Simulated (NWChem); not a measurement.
System: C₅H₆; SMILES C1CC1C#C

All runs: NWChem. Pople sets run with spherical d functions. The geometry was optimised at PBE0/def2-SVP. Level: M06-2X/6-31G* with SMD (1 M gas to 1 M solution), gas-phase geometry.

| solvent | dielectric constant | solvation free energy (kcal/mol) | cavity-dispersion-structure term (kcal/mol) | dipole in solution (D) |
|---|---|---|---|---|
| water | 78.4 | [?] | [?] | 1.16 |
| acetone | 20.5 | -5.8 | -0.7 | 1.14 |
| n-hexane | 1.88 | -4.6 | -2.3 | 0.95 |
| 1-octanol | 9.86 | -4.4 | 0.4 | 1.12 |
| toluene | 2.37 | -5.0 | -2.0 | 0.99 |

Task: Some entries are withheld; supply them.

Result: 
- water, solvation free energy (kcal/mol): -1.5
- water, cavity-dispersion-structure term (kcal/mol): 3.8
